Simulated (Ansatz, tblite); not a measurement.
Cost and result up the ladder for Cs₂F₂ (the lowest singlet isomer of a short search) (4 atoms). Total charge 0; singlet. Geometry: PBE0-D4/def2-TZVP.

Cartesian coordinates in Å:
```
Cs -0.4774 -1.3362 -1.4655
Cs 0.4766 1.3378 1.4642
F 1.5038 0.1515 -0.6278
F -1.5031 -0.1532 0.6291
```

Ansatz on 4 threads of Arm Neoverse V2 on a shared host; xTB runs through tblite on one thread. Times are rough, summed over both states, and most runs start from the orbitals of an earlier one. CCSD(T)/def2-TZVPP serves as the yardstick here, not as an exact answer. The other state is a quintet at its own geometry, which has other bonds, so the gap mixes isomer and spin.

In the def2 sets Cs takes a core potential; there is no spin–orbit coupling. The xTB rows come from tblite. Correlated methods freeze 2 core orbitals; core or outer-core shells of Cs are correlated, in sets that lack core-valence functions. HOMO above LUMO, or a gap near zero within one spin, warns that the state may not be the lowest or that an electron is smeared out. In the quintet geometry the species has come apart into loosely held pieces. At PBE0-D4/def2-TZVP a singlet of charge 0 lies 11.43 eV below the quintet, each at its own geometry. The structure comes from a short search, and lower isomers may exist.

Correlated methods converge slowly with the basis.

xTB has no spin-polarisation term.

```tsv
level	functions	quintet − singlet (eV)	difference from CCSD(T)/def2-TZVPP (eV)	remarks
ωB97X-V/def2-TZVP (with forces)	120	12.25	0.77	–
revPBE-D4/def2-TZVP	120	11.49	0.01	–
GFN1-xTB	16	11.58	0.10	–
PBE-D4/def2-TZVP	120	11.97	0.49	–
B97M-V/def2-TZVP	120	11.53	0.05	–
HF/def2-TZVP	120	8.05	-3.43	–
GFN2-xTB	16	11.55	0.07	–
LDA (SPW92)/def2-TZVP	120	13.61	2.13	gap within one spin near zero (quintet)
RPA@PBE/def2-TZVP	120	10.42	-1.06	–
CCSD(T)/def2-TZVPP	134	11.48	0.00	–
MP2/def2-TZVP	120	11.98	0.50	–
```

Problem. Estimate how long each takes.

Solution. GFN1-xTB 0.003 s; GFN2-xTB 0.004 s; MP2/def2-TZVP 1.5 s; HF/def2-TZVP 2 s; LDA (SPW92)/def2-TZVP 3.4 s; PBE-D4/def2-TZVP 6.7 s; revPBE-D4/def2-TZVP 7.1 s; RPA@PBE/def2-TZVP 13 s; ωB97X-V/def2-TZVP (with forces) 36 s; B97M-V/def2-TZVP 41 s; CCSD(T)/def2-TZVPP 87 s. On shared hardware such times vary by a factor of up to 3.
